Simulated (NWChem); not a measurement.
C3H4BrF; SMILES C/C(F)=C\Br

```xyz
9

C     -1.4460     1.5992     0.0000
C      0.0318     1.4215     0.0000
F      0.6962     2.6049     0.0000
C      0.7805     0.3189     0.0000
Br     0.0699    -1.4449     0.0000
H     -1.7540     2.1711     0.8837
H     -1.9630     0.6388     0.0000
H     -1.7540     2.1711    -0.8837
H      1.8613     0.3613     0.0000
```
Atoms are numbered in this order, from 1.

All runs: NWChem. Pople sets run with spherical d functions. STO-3G and 3-21G are far too small for this property and stand as cheap habits. All runs use the structure optimised with B3LYP/6-31G* (spherical d). B3LYP is NWChem's, with the RPA form of VWN correlation. Field at 589 nm.

```json
[
 {"level": "B3LYP/STO-3G", "isotropic polarisability (bohr³)": "24.9", "anisotropy (bohr³)": "30.9"},
 {"level": "B3LYP/6-31G*", "isotropic polarisability (bohr³)": "48.8", "anisotropy (bohr³)": "37.4"},
 {"level": "B3LYP/def2-SVP", "isotropic polarisability (bohr³)": "…", "anisotropy (bohr³)": "…"},
 {"level": "B3LYP/def2-SVPD", "isotropic polarisability (bohr³)": "63.2", "anisotropy (bohr³)": "34.8"}
]
```

Question: Complete the blanks.

Answer: 
- B3LYP/def2-SVP, isotropic polarisability (bohr³): 49.4
- B3LYP/def2-SVP, anisotropy (bohr³): 36.1
